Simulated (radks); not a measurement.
Isoelectronic series with 7 electrons, all held in the configuration [He] 2s2 2p3, which need not be the ground one along the series. Method: scalar-relativistic Kohn-Sham, r2SCAN, spin-polarised, spherical densities, finite nucleus; open shells are filled with parallel spins first; meta-GGA in the generalised Kohn-Sham scheme; Fermi nuclear charge, rms radius of each element as measured or else 0.836 A^(1/3) + 0.57 fm; computed with a radial shooting solver on a logarithmic mesh with Libxc functionals. Total energies (hartree) and orbital eigenvalues (eV) (* marks an orbital that is empty in some or all of the ions):

ion,E (hartree),2p down*,2p up,2s down
N,-54.61627,-3.1450,-8.8904,-15.2183
O+,-74.61678,-19.4166,-27.2926,-35.7331
F2+,-97.89363,-42.8469,-52.8092,-63.4505
Ne3+,-124.44476,-73.2632,-85.2938,-98.1839
Mg5+,-187.37734,-154.8179,-170.9659,-188.4703
Al6+,-223.76628,-205.9078,-224.1105,-243.9865
Si7+,-263.44356,-263.8593,-284.1157,-306.4151
P8+,-306.41503,-328.6696,-350.9793,-375.7626
S9+,-352.68723,-400.3393,-424.7021,-452.0394
Cl10+,-402.26725,-478.8711,-505.2872,-535.2594
Ar11+,-455.16283,-564.2698,-592.7396,-625.4392
K12+,-511.38229,-656.5413,-687.0655,-722.5975
Ca13+,-570.93443,-755.6929,-788.2721,-826.7552
Sc14+,-633.82871,-861.7329,-896.3679,-937.9351
Ti15+,-700.07514,-974.6705,-1011.362,-1056.162
V16+,-769.68435,-1094.516,-1133.265,-1181.462
Cr17+,-842.66743,-1221.280,-1262.088,-1313.864
